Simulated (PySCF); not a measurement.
Ge(I)(OH) (GeHIO), SMILES [OH][Ge][I] (connectivity only; charge and spin as stated), neutral, multiplicity 1.

Geometry optimised at PBE0-D3(BJ)/def2-TZVP. The def2 effective core potentials stand for the cores of I; spin–orbit coupling is left out. Other conformers were not sampled.

These are TDA-CAM-B3LYP/def2-SVPD (PySCF 2.14.0) values and carry that method's errors.

Vertical excitations. Isolated molecule, no solvent. State labels are in the subgroup Cs.

Computed UV-visible absorptions:
```
state  symmetry  energy (eV)  λ (nm)      f                                                main pairs
-----  --------  -----------  ------  -----  --------------------------------------------------------
S1           A"         3.68     337  0.015                                            HOMO→LUMO 97 %
S2           A"         4.05     306  0.006                                          HOMO−2→LUMO 97 %
S3           A'         4.45     278  0.017                                          HOMO−1→LUMO 88 %
S4           A'         5.49     226  0.048                      HOMO→LUMO+1 56 %, HOMO−2→LUMO+1 28 %
S5           A"         5.67     219  0.003                                        HOMO−1→LUMO+1 88 %
S6           A'         6.12     203  0.405  HOMO−2→LUMO+1 58 %, HOMO→LUMO+1 18 %, HOMO−2→LUMO+2 10 %
S7           A'         6.23     199  0.065                                          HOMO→LUMO+2 72 %
S8           A"         6.49     191  0.008                                          HOMO−4→LUMO 96 %
S9           A"         6.71     185  0.000                                        HOMO−1→LUMO+2 81 %
S10          A'         6.92     179  0.091    HOMO→LUMO+3 56 %, HOMO−2→LUMO+2 18 %, HOMO→LUMO+2 11 %
T1           A"         2.67     465      0                          HOMO→LUMO 70 %, HOMO−2→LUMO 27 %
T2           A'         3.78     328      0                                          HOMO−1→LUMO 98 %
T3           A"         3.85     322      0                          HOMO−2→LUMO 71 %, HOMO→LUMO 28 %
T4           A'         4.50     276      0                      HOMO→LUMO+1 75 %, HOMO−2→LUMO+1 15 %
```
Triplets are in the Tamm–Dancoff approximation.
